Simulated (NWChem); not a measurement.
System: BO, doublet; SMILES O=[B]

NWChem input:

```
start job
memory heap 200 mb stack 900 mb global 1100 mb
geometry units angstroms
  B      0.000000     0.000000    -0.737635
  O      0.000000     0.000000     0.464187
end
basis spherical
  * library 6-31g*
end
dft
  odft
  mult 2
  xc hfexch
  iterations 150
end
driver
  maxiter 120
end
task dft optimize
task dft freq
```

No stability test was run on the SCF state.

The level has its own optimisation; frequencies are unscaled.

**Question.** What results follow from this input? (UHF/6-31G* (spherical d).) Quantities: r B–O (Å); highest harmonic frequency (cm⁻¹); zero-point energy (kcal/mol); dipole (D).

**Answer.** 
| Property | Value |
|---|---|
| r B–O (Å) | 1.187 |
| highest harmonic frequency (cm⁻¹) | 2093 |
| zero-point energy (kcal/mol) | 3.0 |
| dipole (D) | 2.69 |
